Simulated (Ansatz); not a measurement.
`[ZnH][O][SiH2]Br` + `OC(F)[SiH3]` → `OC(F)[SiH2]Br` + `[SiH3][O][ZnH]`  (redistribution)

Isolated molecules relaxed with PBE0-D4/def2-TZVP in Ansatz; ΔE leaves out vibrations. CBS: MP2 limit from def2 TZ/QZ plus the TZ coupled-cluster correction, frozen cores. Functionals use def2-TZVPP. B3LYP here is the variant with VWN-RPA as its local correlation; programs differ in this. For Br, Zn outer-core shells are correlated without core-valence functions, which leaves a few kJ/mol of doubt a bond. Scalar relativity is left out up to krypton. One conformer a species, not always the lowest.

```json
{"level": "PBE-D4", "ΔE (kJ/mol)": "24.3", "difference from CCSD(T)/CBS": "-0.1"}
{"level": "r2SCAN-D4", "ΔE (kJ/mol)": "24.9", "difference from CCSD(T)/CBS": "0.5"}
{"level": "PBE0-D4", "ΔE (kJ/mol)": "24.0", "difference from CCSD(T)/CBS": "-0.4"}
{"level": "B3LYP-D4", "ΔE (kJ/mol)": "21.9", "difference from CCSD(T)/CBS": "-2.5"}
{"level": "ωB97X-V", "ΔE (kJ/mol)": "22.7", "difference from CCSD(T)/CBS": "-1.7"}
{"level": "ωB97M-V", "ΔE (kJ/mol)": "24.3", "difference from CCSD(T)/CBS": "-0.1"}
{"level": "B2PLYP", "ΔE (kJ/mol)": "21.2", "difference from CCSD(T)/CBS": "-3.2"}
{"level": "PBE", "ΔE (kJ/mol)": "23.5", "difference from CCSD(T)/CBS": "-0.9"}
{"level": "r2SCAN", "ΔE (kJ/mol)": "25.0", "difference from CCSD(T)/CBS": "0.6"}
{"level": "PBE0", "ΔE (kJ/mol)": "23.5", "difference from CCSD(T)/CBS": "-0.9"}
{"level": "B3LYP", "ΔE (kJ/mol)": "20.4", "difference from CCSD(T)/CBS": "-4.0"}
{"level": "HF/def2-TZVPP", "ΔE (kJ/mol)": "20.2", "difference from CCSD(T)/CBS": "-4.2"}
{"level": "MP2/def2-TZVPP", "ΔE (kJ/mol)": "21.8", "difference from CCSD(T)/CBS": "-2.6"}
{"level": "SCS-MP2/def2-TZVPP", "ΔE (kJ/mol)": "20.9", "difference from CCSD(T)/CBS": "-3.5"}
{"level": "CCSD/def2-TZVPP", "ΔE (kJ/mol)": "22.2", "difference from CCSD(T)/CBS": "-2.2"}
{"level": "CCSD(T)/def2-TZVPP", "ΔE (kJ/mol)": "23.3", "difference from CCSD(T)/CBS": "-1.1"}
{"level": "HF/def2-QZVPP", "ΔE (kJ/mol)": "19.7", "difference from CCSD(T)/CBS": "-4.7"}
{"level": "MP2/def2-QZVPP", "ΔE (kJ/mol)": "22.2", "difference from CCSD(T)/CBS": "-2.2"}
{"level": "SCS-MP2/def2-QZVPP", "ΔE (kJ/mol)": "21.2", "difference from CCSD(T)/CBS": "-3.2"}
{"level": "HF/CBS(def2)", "ΔE (kJ/mol)": "19.6", "difference from CCSD(T)/CBS": "-4.8"}
{"level": "MP2/CBS(def2)", "ΔE (kJ/mol)": "22.8", "difference from CCSD(T)/CBS": "-1.6"}
{"level": "CCSD/CBS(def2)", "ΔE (kJ/mol)": "23.2", "difference from CCSD(T)/CBS": "-1.2"}
{"level": "CCSD(T)/CBS", "ΔE (kJ/mol)": "24.4", "difference from CCSD(T)/CBS": "0"}
```

Largest T1 diagnostic among the species: 0.016.
